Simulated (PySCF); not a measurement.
SMILES C[Si](C)(C)[SiH](F)F (GFN2-xTB optimised geometry):

```
17

Si     0.778     0.880     0.000
F      0.507     2.465     0.000
F      2.386     0.880     0.000
Si    -0.021    -0.067    -1.952
C      0.454    -1.917    -2.011
C      0.702     0.806    -3.493
C     -1.926     0.071    -2.002
H      0.442     0.482     1.356
H      1.530    -2.055    -1.978
H      0.093    -2.385    -2.922
H      0.029    -2.465    -1.174
H      0.336     0.362    -4.416
H      0.438     1.860    -3.508
H      1.787     0.743    -3.507
H     -2.386    -0.440    -1.161
H     -2.327    -0.372    -2.909
H     -2.252     1.106    -1.972
```

Method: CAM-B3LYP/def2-SVP (PySCF).

### Question
What are the frontier orbital energies and the dipole moment?

### Answer
HOMO-2 -10.27 eV, HOMO-1 -10.25 eV, HOMO -9.38 eV, LUMO 1.07 eV, LUMO+1 1.15 eV; dipole moment 3.06 D.

Meta-Löwdin charges at CAM-B3LYP/def2-SVP: Si1 1.03, F2 -0.48, F3 -0.48, Si4 0.66, C5 -0.54, C6 -0.53, C7 -0.54, H8 -0.13, H9 0.11, H10 0.11, H11 0.11, H12 0.11, H13 0.11, H14 0.11, H15 0.11, H16 0.11, H17 0.11.
